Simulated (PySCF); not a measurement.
Method: B3LYP-D3(BJ)/def2-TZVP // B3LYP-D3(BJ)/def2-SVP (PySCF). Isolated molecules, 0 K electronic values unless said otherwise. One relaxed conformer stands for a flexible species; it need not be the lowest. B3LYP has the VWN-RPA correlation part, as in Gaussian. Delta-SCF ions had no search for a lower state. Excitations are Tamm–Dancoff values on a coarser integration grid. The basis has no diffuse functions, so Rydberg states are missing or too high.

Reference species (SMILES): `c1oc(cc1F)B` (neutral, multiplicity 1).

```
Property                                  Value
--------------------------------------  -------
S1 excitation (TDA)                     4.85 eV
vertical ionisation energy (Delta-SCF)  9.33 eV
```

Changed species: `Bc1occc1F`.

Question: Predict the effect on the S1 excitation (TDA) and vertical ionisation energy (Delta-SCF).

Answer: the S1 excitation (TDA) rises by 0.35 eV, to 5.20 eV; the vertical ionisation energy (Delta-SCF) rises by 0.07 eV, to 9.40 eV.
